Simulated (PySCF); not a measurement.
C₃H₁₃ClSi₃ (SMILES C[Si](C)(C)[SiH2][SiH2]Cl), singlet, at a GFN2-xTB geometry, atoms displaced at random by about 0.03 Å a coordinate; PBE0/STO-3G, gradient in PySCF.

PySCF was given this input:
```python
from pyscf import gto, scf, dft

mol = gto.Mole()
mol.atom = '''
    Si    2.21382150   -0.42544060    0.56421967
    Cl    2.10944026   -1.07768501   -1.31471212
    Si    0.43199178    0.90801340    1.12119999
    Si   -1.54995929    0.38852376    0.06248466
    C    -3.04880936    1.28087193    0.85815985
    C    -1.88906887   -1.52862727    0.23997801
    C    -1.53699600    0.78565722   -1.78387908
    H     2.32530888   -1.69659278    1.38978279
    H     3.54114823    0.14700474    0.62647893
    H     0.85428079    2.30421548    0.74421592
    H     0.34424234    0.97517820    2.53118709
    H    -3.12686845    1.10291443    1.89814323
    H    -4.03745035    0.98275430    0.39221706
    H    -2.90499879    2.32514584    0.78984784
    H    -1.03293566   -2.09676106   -0.21224804
    H    -1.85717472   -1.79433545    1.32427613
    H    -2.80037378   -1.80980017   -0.18056665
    H    -0.68451889    0.22492266   -2.27798446
    H    -1.40069444    1.84607302   -1.99815309
    H    -2.43696594    0.50367884   -2.33908914
'''
mol.basis = 'sto-3g'
mol.verbose = 3
mol.build()

mf = dft.RKS(mol)
mf.xc = 'pbe0'
mf.conv_tol = 1e-11
mf.kernel()
g = mf.nuc_grad_method()
grad = g.kernel()
```

Problem. Write the output that PySCF gives for this input, abridged.

Solution. 
```
converged SCF energy = -1433.82393317752
--------------- RKS gradients ---------------
         x                y                z
0 Si    -0.0036554687     0.0108688987    -0.0746469107
1 Cl     0.0076207549     0.0198658960     0.0617559686
2 Si    -0.0101857505    -0.0256818755     0.0349066061
3 Si     0.0241094897     0.0274008214    -0.0064640315
4 C     0.0054057515     0.0333180543     0.0346393975
5 C    -0.0781670504    -0.0319605454    -0.0329611970
6 C    -0.0278611984     0.0146249492     0.0134022052
7 H     0.0061856615    -0.0271370724     0.0139576660
8 H     0.0024478251    -0.0076851113    -0.0041417399
9 H     0.0084697289     0.0250470537    -0.0046750309
10 H     0.0035992016     0.0044626177    -0.0170419335
11 H     0.0012519593     0.0138602775    -0.0319126623
12 H    -0.0279239163    -0.0095174260    -0.0080555342
13 H     0.0017641983    -0.0353237444     0.0105712547
14 H     0.0205749627    -0.0086377058    -0.0018122855
15 H     0.0076510522    -0.0031530782     0.0159193700
16 H     0.0399835339     0.0144928509     0.0194779397
17 H     0.0192457443    -0.0156459357    -0.0114270439
18 H    -0.0048559881    -0.0046387654    -0.0029892734
19 H     0.0043626370     0.0054209423    -0.0085057023
----------------------------------------------
```
